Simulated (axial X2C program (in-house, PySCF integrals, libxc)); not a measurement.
# IMoI⁺: the levels of the configuration d3 s0 p(π)0

Computed with an axial X2C code built on PySCF integrals: two-component X2C with atomic mean-field Coulomb and Gaunt terms, basis I dyall-v3z, Mo dyall-v3z (cores contracted in-house). Orbitals come from Hartree–Fock averaged over the configuration Mo d3 s0 p(π)0; CI then distributes these electrons over the d, s, p(π) shells of Mo.

I–Mo–I held linear, both bonds 2.607 Å (near the minimum of the configuration average).

Lowest levels of this model:

```json
{"Ω": "1/2", "energy (cm⁻¹)": "0", "g∥": "2.01", "configuration": "100% d3"}
{"Ω": "3/2", "energy (cm⁻¹)": "138", "g∥": "5.96", "configuration": "100% d3"}
{"Ω": "1/2", "energy (cm⁻¹)": "1584", "g∥": "3.86", "configuration": "100% d3"}
{"Ω": "1/2", "energy (cm⁻¹)": "2133", "g∥": "0.12", "configuration": "100% d3"}
{"Ω": "3/2", "energy (cm⁻¹)": "2724", "g∥": "4.03", "configuration": "100% d3"}
{"Ω": "5/2", "energy (cm⁻¹)": "3322", "g∥": "7.99", "configuration": "100% d3"}
{"Ω": "3/2", "energy (cm⁻¹)": "6980", "g∥": "0.02", "configuration": "100% d3"}
{"Ω": "5/2", "energy (cm⁻¹)": "8230", "g∥": "4.01", "configuration": "100% d3"}
{"Ω": "7/2", "energy (cm⁻¹)": "9565", "g∥": "7.99", "configuration": "100% d3"}
{"Ω": "1/2", "energy (cm⁻¹)": "9790", "g∥": "1.82", "configuration": "100% d3"}
{"Ω": "3/2", "energy (cm⁻¹)": "10139", "g∥": "2.01", "configuration": "100% d3"}
{"Ω": "5/2", "energy (cm⁻¹)": "10464", "g∥": "5.96", "configuration": "100% d3"}
{"Ω": "9/2", "energy (cm⁻¹)": "10816", "g∥": "11.47", "configuration": "100% d3"}
{"Ω": "7/2", "energy (cm⁻¹)": "10983", "g∥": "9.73", "configuration": "100% d3"}
{"Ω": "9/2", "energy (cm⁻¹)": "11310", "g∥": "8.44", "configuration": "100% d3"}
{"Ω": "5/2", "energy (cm⁻¹)": "11462", "g∥": "5.98", "configuration": "100% d3"}
{"Ω": "7/2", "energy (cm⁻¹)": "12950", "g∥": "7.23", "configuration": "100% d3"}
{"Ω": "11/2", "energy (cm⁻¹)": "13635", "g∥": "12.00", "configuration": "100% d3"}
{"Ω": "9/2", "energy (cm⁻¹)": "13799", "g∥": "10.11", "configuration": "100% d3"}
{"Ω": "7/2", "energy (cm⁻¹)": "14100", "g∥": "7.07", "configuration": "100% d3"}
{"Ω": "9/2", "energy (cm⁻¹)": "21502", "g∥": "10.00", "configuration": "100% d3"}
```

g∥ is the magnitude of 2⟨Lz + ge Sz⟩ for the +Ω component.

Q: From Ω and g∥ of the lowest level, whose 2⟨Lz + ge Sz⟩ is positive, find ⟨Sz⟩ and ⟨Lz⟩ (ge = 2.0023).

A: Ω = ⟨Lz⟩ + ⟨Sz⟩ = 1/2 and ⟨Lz⟩ + ge⟨Sz⟩ = 1.005, so ⟨Sz⟩ = 0.50 and ⟨Lz⟩ = 0.00.

Occupations of the active spinors in the lowest level by ω, shell by shell in order of energy: -5/2: 0.28; -3/2: 0.71 0.00 0.00; -1/2: 0.30 0.05 0.00 0.00; 1/2: 0.50 0.15 0.00 0.00; 3/2: 0.38 0.01 0.00; 5/2: 0.61. The leading determinant has weight 0.29 among 97.

This point took 7.6 s on 1 thread of Arm Neoverse V2, with other jobs on the host.

Dynamic correlation is missing, so gaps between terms are too wide and other configurations may lie lower; the lowest level listed is that of this model, not necessarily the ground state. For d shells the ligand-field splittings (σ, π, δ) and their order can be off by a thousand cm⁻¹ or more. At most 4 roots were kept for each Ω > 0 (twice that for Ω = 0) within 3.2 eV of the lowest, so higher up levels can be missing between those listed; levels with Ω > 0 are doubly degenerate and listed once, Ω = 0 levels singly. The open spinors mix strongly with ligand orbitals, which this small active space describes poorly. Some active spinors are only partly of the character that their shell is named for, so the shell names and counts are nominal. States that fill the shells left empty in the average are placed too high. The molecule was held linear; bending was not examined.
